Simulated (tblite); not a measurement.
Q: Write a Z-matrix for `C(C)(c1ccpcn1)=O` as optimised with GFN2-xTB.

A: 
Z-matrix in Å and degrees, rows numbered from 1:
```
C 
C   1  1.5004
O   2  1.2105  1  123.62
C   2  1.4916  1  115.08  3   179.96
C   4  1.3969  2  118.79  1  -179.88
C   5  1.3760  4  122.83  2   179.95
P   6  1.7401  5  123.96  4    -0.03
C   7  1.7545  6   97.93  5     0.03
N   8  1.3037  7  128.63  6    -0.00
H   1  1.0873  2  109.30  3  -121.25
H   1  1.0873  2  109.32  3   121.44
H   1  1.0862  2  110.03  3     0.08
H   5  1.0816  4  116.74  2    -0.03
H   6  1.0838  5  118.77  4   180.00
H   8  1.0871  7  116.99  6   179.99
```

The 9 heavy atoms lie in one plane (0.001 Å rms). The C–N distances run from 1.304 Å (C8–N9, aromatic) to 1.329 Å (C4–N9, aromatic), a spread of 0.025 Å. The 4 C–C bonds span 1.376 Å (C5–C6, aromatic) to 1.500 Å (C1–C2, drawn single), a spread of 0.124 Å. Of the pairs four or more bonds apart, O3···H13 is among the closest relative to their van der Waals radii: 2.43 Å, 90 % of the sum of Bondi's values.

Computed geometry: GFN2-xTB, gas phase.

Point group: Cs (tolerance 0.08 Å). Its GFN2-xTB frequencies are all real (lowest 43 cm⁻¹). The numbers are those of one conformer (C1–C2–C4–C5 180°).
